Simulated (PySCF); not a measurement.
Cl3HOZr, SMILES [Cl][Zr]([Cl])([Cl])[OH] (connectivity only; charge and spin as stated), charge +1, multiplicity 2. Atoms are numbered in the order given.

```xyz
6

Zr    -0.2159    -0.3129     0.0000
Cl     0.9449    -0.3700    -2.0420
Cl     0.9449    -0.3700     2.0420
Cl    -0.3400     2.1041     0.0000
O     -1.8723    -1.1374     0.0000
H     -2.7347    -1.5759     0.0000
```
Charge +1, spin multiplicity 2.

The structure is a stationary point at PBE0-D3(BJ)/def2-SVP. The geometry has at least one imaginary mode, so it is a saddle point at that level. The spin state was assumed, not searched. The isomer is the one that the SMILES or the coordinates give; other isomers of the formula were not compared. The def2 effective core potentials stand for the cores of Zr; spin–orbit coupling is left out. The values are those of a single conformer.

Calculation: PBE/def2-TZVP run with PySCF.

The molecule is in vacuum.

Estimate the frontier levels, dipole moment and polarisability. (An estimate is asked for; the answer gives what the named calculation found.)


```
Property                                                            Result
------------------------------------------------  ------------------------
α spin, highest occupied and lowest empty level        -13.35 and -8.58 eV
β spin, highest occupied and lowest empty level       -13.17 and -13.00 eV
dipole moment about the centre of nuclear charge                 0.570 e·Å
mean static polarisability                          104.6 bohr³ (15.51 Å³)
polarisability, principal values                  78.9, 101.4, 133.6 bohr³
⟨S²⟩                                               0.754 (pure state 0.75)
```
